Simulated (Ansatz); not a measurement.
Harmonic frequencies (cm⁻¹) at PBE0-D4/def2-TZVP from Ansatz: 261, 320, 474, 542, 563, 575, 791, 1093, 1369, 1623, 3627, 3733.

Each molecule was computed in one conformer, which needn't be the lowest.

Q: Which molecule is it?
A. `FB(F)[Si](F)(F)F`
B. `FB(S)Cl`
C. `NB(F)Cl`
D. `NB(Cl)Cl`

A: D.
